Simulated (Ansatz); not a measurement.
Total energies of `[O]B(F)F` radical.

| atom | x (Å) | y (Å) | z (Å) |
| --- | --- | --- | --- |
| O1 | -0.136 | -0.038 | -1.333 |
| B2 | 0.002 | 0.001 | 0.018 |
| F3 | -0.133 | 1.148 | 0.646 |
| F4 | 0.267 | -1.111 | 0.669 |

The species carries charge 0 and has multiplicity 2. All single points use the PBE0-D4/def2-TZVP geometry. Basis def2-TZVPP, Ansatz.

RPA on PBE orbitals: Hartree–Fock energy of these orbitals -298.63062 Eh, correlation -1.18526 Eh (frozen core).

```
functional  energy without D4 (Eh)  D4 term (kJ/mol)
       PBE              -299.67246              -4.3
    revPBE              -299.87559             -16.4
```

Give the same for LDA (SPW92), BLYP, r2SCAN, B97M-V, PBE0, B3LYP, r2SCANh, r2SCAN0, HSE06 (plane-wave form), BHLYP, CAM-B3LYP, LC-ωPBE, ωB97X-V, ωB97M-V, B2PLYP, PBE-QIDH. (Best estimate.)

The calculation gave: 
```json
{"functional": "LDA (SPW92)", "energy without D4 (Eh)": "-297.89778", "D4 term (kJ/mol)": "–"}
{"functional": "BLYP", "energy without D4 (Eh)": "-299.95210", "D4 term (kJ/mol)": "-10.0"}
{"functional": "r2SCAN", "energy without D4 (Eh)": "-299.85082", "D4 term (kJ/mol)": "-1.0"}
{"functional": "B97M-V", "energy without D4 (Eh)": "-299.89873", "D4 term (kJ/mol)": "–"}
{"functional": "PBE0", "energy without D4 (Eh)": "-299.67693", "D4 term (kJ/mol)": "-3.5"}
{"functional": "B3LYP", "energy without D4 (Eh)": "-299.98498", "D4 term (kJ/mol)": "-6.9"}
{"functional": "r2SCANh", "energy without D4 (Eh)": "-299.83560", "D4 term (kJ/mol)": "-1.0"}
{"functional": "r2SCAN0", "energy without D4 (Eh)": "-299.81399", "D4 term (kJ/mol)": "-1.1"}
{"functional": "HSE06 (plane-wave form)", "energy without D4 (Eh)": "-299.66441", "D4 term (kJ/mol)": "-3.2"}
{"functional": "BHLYP", "energy without D4 (Eh)": "-299.87396", "D4 term (kJ/mol)": "-4.6"}
{"functional": "CAM-B3LYP", "energy without D4 (Eh)": "-299.90278", "D4 term (kJ/mol)": "-3.4"}
{"functional": "LC-ωPBE", "energy without D4 (Eh)": "-299.80163", "D4 term (kJ/mol)": "–"}
{"functional": "ωB97X-V", "energy without D4 (Eh)": "-299.87760", "D4 term (kJ/mol)": "–"}
{"functional": "ωB97M-V", "energy without D4 (Eh)": "-299.90833", "D4 term (kJ/mol)": "–"}
{"functional": "B2PLYP", "energy without D4 (Eh)": "-299.80948", "D4 term (kJ/mol)": "–"}
{"functional": "PBE-QIDH", "energy without D4 (Eh)": "-299.63958", "D4 term (kJ/mol)": "–"}
```

B3LYP takes the VWN-RPA correlation (the form of Gaussian; ORCA's B3LYP/G). HSE06 is the plane-wave form, built on full-range PBE exchange. The double hybrids freeze the cores in their second-order part.

LC-ωPBE has ω = 0.4 bohr⁻¹.
